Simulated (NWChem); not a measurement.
System: CH2NO, doublet; SMILES [NH]C=O

NWChem input:

```
start job
memory heap 200 mb stack 900 mb global 1100 mb
geometry units angstroms noautosym nocenter noautoz
  N      0.186231    -1.136432    -0.026404
  C     -0.447246     0.035605     0.028772
  O      0.236876     1.087632    -0.014444
  H      1.175457    -1.071256     0.277846
  H     -1.561132     0.051025    -0.038100
end
basis spherical
  * library 6-31g*
end
dft
  odft
  mult 2
  xc hfexch
  iterations 150
end
property
  efieldgrad
end
task dft property
```

Excerpt of the output:

```
             Northwest Computational Chemistry Package (NWChem) 7.3.0
             --------------------------------------------------------

                             Geometry "geometry" -> ""
                             -------------------------

 Output coordinates in angstroms (scale by  1.889725989 to convert to a.u.)

  No.       Tag          Charge          X              Y              Z
 ---- ---------------- ---------- -------------- -------------- --------------
    1 N                    7.0000     0.18623100    -1.13643200    -0.02640400
    2 C                    6.0000    -0.44724600     0.03560500     0.02877200
    3 O                    8.0000     0.23687600     1.08763200    -0.01444400
    4 H                    1.0000     1.17545700    -1.07125600     0.27784600
    5 H                    1.0000    -1.56113200     0.05102500    -0.03810000

 Effective nuclear repulsion energy (a.u.)      63.9937596026

  xc_inp: hfexch multiplicative factor not found.
                              NWChem Property Module
                              ----------------------

  itol2e modified to match energy
  convergence criterion.

                                 NWChem DFT Module
                                 -----------------

 Summary of "ao basis" -> "ao basis" (spherical)
 ------------------------------------------------------------------------------
       Tag                 Description            Shells   Functions and Types
 ---------------- ------------------------------  ------  ---------------------
 N                           6-31g*                  6       14   3s2p1d
 C                           6-31g*                  6       14   3s2p1d
 O                           6-31g*                  6       14   3s2p1d
 H                           6-31g*                  2        2   2s

  itol2e modified to match energy
  convergence criterion.

            General Information
            -------------------
          SCF calculation type: DFT
          Wavefunction type:  spin polarized.
          No. of atoms     :     5
          No. of electrons :    23
           Alpha electrons :    12
            Beta electrons :    11
          Charge           :     0
          Spin multiplicity:     2
          Use of symmetry is: off; symmetry adaption is: off
          Maximum number of iterations: 150
          AO basis - number of functions:    46
                     number of shells:    22
          Convergence on energy requested:  1.00D-07
          Convergence on density requested:  1.00D-05
          Convergence on gradient requested:  5.00D-04

              XC Information
              --------------
                     Hartree-Fock (Exact) Exchange  1.000

      Superposition of Atomic Density Guess
      -------------------------------------

 Sum of atomic energies:        -167.70480970

      Non-variational initial energy
      ------------------------------

 Total energy =    -168.734019
 1-e energy   =    -355.058227
 2-e energy   =     122.330448
 HOMO         =      -0.309024
 LUMO         =       0.051305

[...]

          -----------------------
          Electric field gradient
          -----------------------

 1 a.u. = 0.324123 10**(16) esu/cm**3  ( or statvolts/cm**2 ) = 0.97174 10**(22) v/m**2

 ------------------------------------------------------------
   Atom      X         Y         Z
 ------------------------------------------------------------
    1 N    0.35193  -2.14755  -0.04990
 ------------------------------------------------------------

 Electric field gradient in molecular frame (a.u.)
         XX             YY             ZZ             XY             XZ             YZ
 ------------------------------------------------------------------------------------------
       -0.074679       0.764621      -0.689942       0.452787       0.270976       0.436958

 Principal components (a.u.) and orientation
 of principal axis w.r.t. absolute frame                      Asymmetry parameter eta
 --------------------------------------------------------------------------------------
        1.106767      -0.842862      -0.263905                       0.523106

        0.398235      -0.220507       0.890385
        0.875707      -0.197531      -0.440590
        0.273032       0.955174       0.114436

 ------------------------------------------------------------
   Atom      X         Y         Z
 ------------------------------------------------------------
    2 C   -0.84517   0.06728   0.05437
 ------------------------------------------------------------

 Electric field gradient in molecular frame (a.u.)
         XX             YY             ZZ             XY             XZ             YZ
 ------------------------------------------------------------------------------------------
        0.247185       0.086185      -0.333370      -0.048390       0.002589      -0.027104

 Principal components (a.u.) and orientation
 of principal axis w.r.t. absolute frame                      Asymmetry parameter eta
 --------------------------------------------------------------------------------------
       -0.335114       0.260770       0.074344                       0.556309

        0.000908       0.962876       0.269942
        0.064307      -0.269439       0.960868
        0.997930       0.016487      -0.062164

 ------------------------------------------------------------
   Atom      X         Y         Z
 ------------------------------------------------------------
    3 O    0.44763   2.05533  -0.02730
 ------------------------------------------------------------

 Electric field gradient in molecular frame (a.u.)
         XX             YY             ZZ             XY             XZ             YZ
 ------------------------------------------------------------------------------------------
        1.390558       0.449310      -1.839867      -1.287858       0.371087      -0.425862

 Principal components (a.u.) and orientation
 of principal axis w.r.t. absolute frame                      Asymmetry parameter eta
 --------------------------------------------------------------------------------------
        2.362699      -1.923782      -0.438917                       0.628461

        0.809004      -0.052850       0.585422
       -0.573353       0.148529       0.805733
        0.129535       0.987495      -0.089859

 ------------------------------------------------------------
   Atom      X         Y         Z
 ------------------------------------------------------------
    4 H    2.22129  -2.02438   0.52505
 ------------------------------------------------------------

 Electric field gradient in molecular frame (a.u.)
         XX             YY             ZZ             XY             XZ             YZ
 ------------------------------------------------------------------------------------------
       -0.291514       0.173627       0.117887      -0.030154      -0.134570      -0.005460

 Principal components (a.u.) and orientation
 of principal axis w.r.t. absolute frame                      Asymmetry parameter eta
 --------------------------------------------------------------------------------------
       -0.333614       0.176103       0.157511                       0.055729

        0.956418      -0.109834      -0.270558
        0.059932       0.980673      -0.186249
        0.285785       0.161917       0.944516

 ------------------------------------------------------------
   Atom      X         Y         Z
 ------------------------------------------------------------
    5 H   -2.95011   0.09642  -0.07200
 ------------------------------------------------------------

 Electric field gradient in molecular frame (a.u.)
         XX             YY             ZZ             XY             XZ             YZ
 ------------------------------------------------------------------------------------------
       -0.247690       0.118371       0.129319       0.006823      -0.021082      -0.000521

 Principal components (a.u.) and orientation
 of principal axis w.r.t. absolute frame                      Asymmetry parameter eta
 --------------------------------------------------------------------------------------
       -0.248991       0.130561       0.118430                       0.048723

        0.998282      -0.056832       0.014247
       -0.018462      -0.074343       0.997062
        0.055606       0.995612       0.075265
```

Level: UHF/6-31G* (spherical d). Geometry: optimised at PBE-D3(BJ)/def2-SVP, spin-unrestricted. The determinant is spin-contaminated (<S²> = 0.98). No stability test was run on the SCF state. NWChem prints the field gradient with the sign opposite to the second derivative of the potential.
